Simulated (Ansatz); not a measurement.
Two isomers of CH3BO2: A = `OB1CO1`, B = `B1OCO1`.

Isolated molecules relaxed with PBE0-D4/def2-TZVP in Ansatz; ΔE leaves out vibrations. CCSD(T)/CBS adds triple-zeta CCSD(T) − MP2 to the extrapolated MP2 energy (def2 sets, frozen cores). Functionals use def2-TZVPP. B3LYP here is the variant with VWN-RPA as its local correlation; programs differ in this. Each species was taken in one conformer, which may not be the lowest.

Task: Which is lower in electronic energy at CCSD(T)/CBS, and by how much? (Estimate.)

Result: Computed: B, by 12.5 kJ/mol.

Task: Give E(B) − E(A) in kJ/mol with BLYP-D4, CCSD(T)/def2-TZVPP, CCSD/def2-TZVPP, PBE0-D4, B3LYP-D4, CCSD(T)/def2-SVP, PBE-D4. (An estimate is asked.)

Result: Ansatz gave: BLYP-D4 -1.0, CCSD(T)/def2-TZVPP -14.8, CCSD/def2-TZVPP -15.9, PBE0-D4 -10.5, B3LYP-D4 -6.3, CCSD(T)/def2-SVP -18.9, PBE-D4 -4.2. None reverses the order clearly.

Task: Does the order hold for the free energy at 298.15 K (harmonic terms from PBE0-D4)? (An estimate is asked.)

Result: Ansatz gave: Yes: G(B) − G(A) = -8.4 kJ/mol, for one conformer each.

Largest T1 diagnostic: 0.015.

From PBE to PBE0 (25 % exact exchange), in def2-TZVPP and without D4, E(B) − E(A) moves by −6.5 kJ/mol. In def2-TZVPP, CCSD(T) changes the Hartree–Fock value by +13.1 kJ/mol (the triples alone add +1.2 kJ/mol) and MP2 by +18.3 kJ/mol.
